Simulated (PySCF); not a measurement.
# What a mistake does to a calculation on BGeH4N2

Calculated results; nothing here was measured. The program is PySCF 2.14.0, an open-source quantum chemistry code, run on an isolated molecule that a program drew, which may never have been made. The molecule is BGeH4N2 (charge 0, doublet), drawn as the SMILES string `N=B[NH][GeH2]`.

Each row is a Hartree-Fock (HF) and frozen-core CCSD(T) single point in the cc-pVDZ basis, meant for a local HF minimum. Run 1 is clean. Each other run has one planted mistake out of seven kinds, and not every kind appears here: one electron removed, one electron added, multiplicity raised by two, geometry at a saddle point, minimal basis STO-3G, one bond length entered in bohr, all coordinates scaled. The reference is restricted for singlets and unrestricted otherwise, and also for a bond in bohr. Adding or removing an electron swaps singlet and doublet. Electrons count all cores. HOMO and LUMO are orbital energies over both spins, the gradient is its largest component, and the lowest frequency (negative if imaginary) is given only where the gradient is small. Bond lengths are over the 7 bonds as drawn. T1 is the CCSD diagnostic: over 0.02 (restricted) or 0.045 (unrestricted) a single reference is doubtful. Germanium has the cc-pVDZ-PP basis, with a core potential (ECP10MDF) in place of its 10 inner electrons, and its 3s, 3p and 3d shells are frozen in CCSD(T).

Geometry of the clean run:
```xyz
8
BGeH4N2, angstrom
N    -0.0322    3.8137   -3.1599
B    -0.2438    3.1765   -2.1203
N    -0.4189    2.4590   -0.9333
Ge    0.4395    0.8806   -0.4710
H    -0.0818    4.2107   -4.0585
H    -0.8871    2.9491   -0.1937
H    -0.4769    0.1535    0.5279
H     0.6334    0.0818   -1.7664
```

| run | electrons | basis functions | <S^2> | HOMO (eV) | LUMO (eV) | gradient (hartree/bohr) | lowest frequency (cm^-1) | mean bond (Å) | longest bond (Å) | T1 | HF (hartree) | CCSD(T) (hartree) | mistake |
|---|---|---|---|---|---|---|---|---|---|---|---|---|---|
| 1 | 55 | 85 | 0.755 | -8.71 | 1.04 | 1.1e-05 | 97 | 1.3643 | 1.855 | 0.0179 | -429.30921 | -429.84666 | no fault |
| 2 | 54 | 85 | 0.000 | -14.92 | -7.05 | 7.6e-02 | - | 1.3643 | 1.855 | 0.0367 | -429.01734 | -429.56969 | one electron removed |
| 3 | 55 | 85 | 2.303 | -7.91 | 1.11 | 5.2e-02 | - | 1.5216 | 2.339 | 0.0646 | -429.10426 | -429.58998 | one bond length entered in bohr |
| 4 | 55 | 85 | 0.754 | -8.38 | 1.45 | 7.8e-02 | - | 1.2770 | 1.736 | 0.0151 | -429.26459 | -429.78625 | all coordinates scaled |
| 5 | 55 | 85 | 3.888 | -2.98 | -1.15 | 1.1e-01 | - | 1.3643 | 1.855 | 0.0377 | -429.09137 | -429.62162 | ? |

**Which mistake was planted in run 5, and what did it cost?**

Electrons, basis and geometry are unchanged, and <S^2> is 3.888, beside S(S+1) = 3.75 for a multiplicity of 4. So the mistake is: multiplicity raised by two. Subtracting run 1 and multiplying by 627.51 kcal/mol a hartree, the energy moved by 136.7 kcal/mol in HF and 141.2 kcal/mol in CCSD(T).

Cautions from the logs. Run 2: T1 is over the limit, so its CCSD(T) energy is less reliable; run 3: T1 is over the limit, so its CCSD(T) energy is less reliable.
